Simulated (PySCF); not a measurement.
## Mayer bond orders and bond lengths

Compound: C8H18Si.
Numbering: `[CH3:1][CH2:2][CH2:3][SiH:4]1[CH2:5][CH2:6][CH2:7][CH2:8][CH2:9]1` (hydrogens: H10, H11, H12 on C1; H13, H14 on C2; H15, H16 on C3; H17 on Si4; H18, H19 on C5; H20, H21 on C6; H22, H23 on C7; H24, H25 on C8; H26, H27 on C9)

Cartesian coordinates in Å at the GFN2-xTB level; atoms count from 1:
```xyz
27
C8H18Si angstrom
C      3.769    0.100   -0.695
C      2.584   -0.445    0.095
C      1.436    0.558    0.162
Si    -0.072   -0.066    1.149
C     -1.442    1.256    1.146
C     -2.159    1.292   -0.202
C     -2.752   -0.061   -0.589
C     -1.698   -1.115   -0.921
C     -0.904   -1.558    0.308
H      4.147    1.010   -0.235
H      4.577   -0.628   -0.732
H      3.471    0.333   -1.716
H      2.236   -1.369   -0.370
H      2.907   -0.691    1.109
H      1.140    0.817   -0.857
H      1.807    1.481    0.612
H      0.333   -0.405    2.525
H     -2.172    1.028    1.924
H     -1.048    2.247    1.371
H     -2.966    2.031   -0.164
H     -1.462    1.612   -0.980
H     -3.397    0.076   -1.462
H     -3.378   -0.425    0.230
H     -1.016   -0.713   -1.674
H     -2.196   -1.983   -1.364
H     -1.588   -2.039    1.009
H     -0.179   -2.317    0.015
```

Bond orders from the PBE0/pcSseg-1 density (PySCF). Geometry: GFN2-xTB, one conformer, isolated molecule.

Q: How far do the computed orders between heavy atoms stray from the drawn ones?

A: The largest departure is 0.101, at Si4–C5 (drawn single, 0.899) and C9–Si4 (drawn single, 0.900).

Q: Give the Mayer order of every bond between heavy atoms, beside its length.

A: 
| bond | drawn as | length (Å) | Mayer order |
| --- | --- | --- | --- |
| C1–C2 | single | 1.525 | 1.063 |
| C2–C3 | single | 1.526 | 1.032 |
| C3–Si4 | single | 1.908 | 0.908 |
| Si4–C5 | single | 1.903 | 0.899 |
| C5–C6 | single | 1.528 | 1.042 |
| C6–C7 | single | 1.527 | 1.036 |
| C7–C8 | single | 1.527 | 1.036 |
| C8–C9 | single | 1.528 | 1.042 |
| C9–Si4 | single | 1.905 | 0.900 |

By pair of heavy elements: C–C: lowest C2–C3 (1.032, 1.526 Å), highest C1–C2 (1.063, 1.525 Å). C–Si: all 3 within 0.02 of one another (0.899 to 0.908).

Q: And the bonds to hydrogen?

A: C–H: 0.93 to 0.97 (17 bonds); H–Si: 0.96 (1 bond).

Q: Sum the orders of all bonds at each heavy atom with more than one neighbour and set the sums beside the valence in the SMILES.

A: C1 3.969 (drawn 4), C2 3.994 (drawn 4), C3 3.820 (drawn 4), Si4 3.666 (drawn 4), C5 3.838 (drawn 4), C6 3.979 (drawn 4), C7 3.975 (drawn 4), C8 3.980 (drawn 4), C9 3.835 (drawn 4). Orders between atoms that aren't bonded are not in these sums.

For a closed shell the Mayer order of atoms A and B is Σ (PS)μν (PS)νμ over the basis functions μ on A and ν on B, with P the density and S the overlap matrix.
